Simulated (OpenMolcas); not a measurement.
# Co2+: ligand-field states by method

Co2+ with its 8 nearest fluoride ions at 2.264 Å, on the Ca site of CaF2 (a = 5.46294 Å, distance in the model lattice 2.366 Å). The rest of the host is ab initio model potentials to 7.6 Å and point charges beyond; the distance is set by hand and nothing relaxes. Ligand basis ANO-RCC-VDZP.

```yaml
Program: OpenMolcas
Basis: ANO-RCC-VTZP [6s5p3d2f1g]
Scalar_Hamiltonian: DKH2, point nucleus
Active_space: 7 electrons in 5 orbitals (3d)
State_averaging: 2S+1 = 4 even, 10 roots; 2S+1 = 2 even, 40 roots
Spin-orbit_coupling: RASSI with atomic mean-field integrals over the reference wave functions
```

I. CASSCF
II. SS-CASPT2, IPEA 0.25 Eh, imaginary shift 0.1 Eh (closed shells correlated: 3s 3p and the ligand valence shells)
III. SS-CASPT2, IPEA 0 Eh, imaginary shift 0.1 Eh (closed shells correlated: 3s 3p and the ligand valence shells)

Spin-free states (labels of O, the rotations of Oh) in cm-1, each column counted from its own energy of the first state listed:

```csv
State,Degeneracy,I,II,III
4A2,1,0,0,0
4T2,3,3119,2860,2330
4T1,3,5545,6620,6520
2E,2,20545,17240,16650
2T1,3,21026,17710,16920
2A1,1,21696,18530,17550
4T1,3,22228,18840,18310
2T2,3,22392,19430,18410
2T1,3,26773,22520,21580
2T2,3,27145,23330,22430
2E,2,28658,25060,24430
2T1,3,29129,24980,24080
2T1,3,29653,27320,26760
2T2,3,30999,27590,27070
2E,2,32566,31330,31480
2A2,1,45968,38290,37180
2T2,3,46301,38830,37680
2T1,3,46938,39810,38690
2E,2,70719,59480,58590
2T2,3,71059,60660,59950
```

From I to II, I's first state of the same spin (4T2) moves from 3119 to 2860 cm-1, by about -260 cm-1.

From I to II, I's first state of another spin (2E) moves from 20545 to 17240 cm-1, by about -3300 cm-1.

χT at 300 K: I 2.88, II 2.95, III 3.15 cm3 K/mol.

Roots that are degenerate in the reference are averaged as groups; the widest CASPT2 spread within a group is 580 cm-1 (the 3-fold group of multiplicity 4 near 2330 cm-1 above the lowest state of its run, III). Shifts and gaps below about the spread of the groups concerned are not significant. Over all roots computed the reference weight is 0.68 to 0.69 in II, 0.68 to 0.69 in III; a low but even weight reflects the number of correlated electrons. Ligand-to-metal charge-transfer states are missing. Without dynamic correlation the repulsion within the d shell is too large (B by tens of per cent), so at a given field states of lower spin stand too high (holds for I). With no ligand orbital active B as a rule stays too high, so bands that hang on it stand too high and its fall with covalency is understated (holds for I). With metal d orbitals alone and no dynamic correlation 10Dq can be off by a tenth to a fifth, either way, in oxide and fluoride hosts (holds for I). A single d shell leaves out the double-shell effect, which counts most for late 3d ions, where the CASPT2 field can be off either way by tens of per cent (holds for II; III). These CASPT2 states fit no ligand-field parameters well, so their order and spin gaps are uncertain (holds for II; III). For late 3d ions with one d shell CASPT2 can put B and the spin-flip bands somewhat low as well as high (holds for II; III). With one d shell and no ligand orbital active, 10Dq can be off by tens of per cent for divalent 3d ions, low with halides held by bare charges and at times high in hosts, and the orbital part of g and χT goes as 1/10Dq (holds for II; III). Free-ion shares, where given, are those of the reference states; single-state CASPT2 does not remix them (holds for II; III). No measured value stands beside these numbers; the geometry was set by hand and not optimised.
